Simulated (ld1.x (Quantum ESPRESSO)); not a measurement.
Before and after: TM potential for rhenium

```json
{
  "Element": "Re (Z = 75)",
  "Generator": "ld1.x (Quantum ESPRESSO) 7.5",
  "Type": "norm-conserving Troullier–Martins (Kleinman–Bylander form)",
  "Functional": "LDA (PZ)",
  "Relativity": "fully relativistic",
  "Frozen core": "[Xe] 4f14",
  "Valence charge": "7",
  "Reference configuration": "5d5 6s2 6p0",
  "Partial waves": "6p (bound, empty): rc 3.35 bohr; 5d (bound): rc 1.35 bohr; 6s (bound): rc 2.30 bohr",
  "Local potential": "the s channel",
  "Core correction": "Bessel-smoothed model core, default radius (core density twice the valence density)"
}
```

Open shells are filled in proportion to 2j + 1 (rel_dist='average').

Change: all radii but the core radius scaled by about 0.74 (s 1.70, p 2.48, d 1.00 bohr).

Cutoffs: the cutoffs (Ry, on a coarse ladder) from which the occupation-weighted sum of valence levels, in a spherical-Bessel basis at the reference potential, stays within 10 and 1 mRy of its value at 400 Ry; they do not see the model core or the augmentation charge, which bear on the density cutoff. Errors are all-electron minus pseudo energies relative to the spin-unpolarised reference configuration.

Q: Predict the effect on cutoff, ghosts and configuration errors.

A: A bound ghost appears in p, s, which as a rule spoils a file; the number of tests that count goes from 7 to 3; of the 3 tests that both files solve, the error grows in 2 and shrinks in 0 by more than 15 % and 0.3 meV (median size 10.0 → 34.7 meV).

```tsv
quantity	base	changed
cutoff, loose	35 Ry	200 Ry
cutoff, tight	50 Ry	over 300 Ry
loose cutoff by channel (10 mRy a level)	d 30 Ry, s 6 Ry	d 180 Ry, s 50 Ry
bound ghosts	none	p1/2, p3/2, s (extra level of the local part)
tests counted (converged, no solver errors)	7 of 7	3 of 7
error for 5d5 6s0 6p2, meV [ΔE 9.94 eV]	-10	-40
error for 5d5 6s0 6p1, meV [ΔE 15.36 eV]	-11	-35
error for 5d5 6s1.5 6p0, meV [ΔE 3.91 eV]	-1.4	+1.3
```

Changed file: Tests not counted: 5d5 6s1 6p0 (solver errors, printed error +4.8 meV); 5d5 6s0 6p0 (solver errors, printed error -43 meV); 5d4 6s0 6p0 (solver errors, printed error -212 meV); 5d5.5 6s1.5 6p0 (solver errors, printed error -6.7 meV). A true bound ghost makes a file unfit for plane-wave use even where its test errors are small: the radial tests pick states by their node count and pass the ghost by.
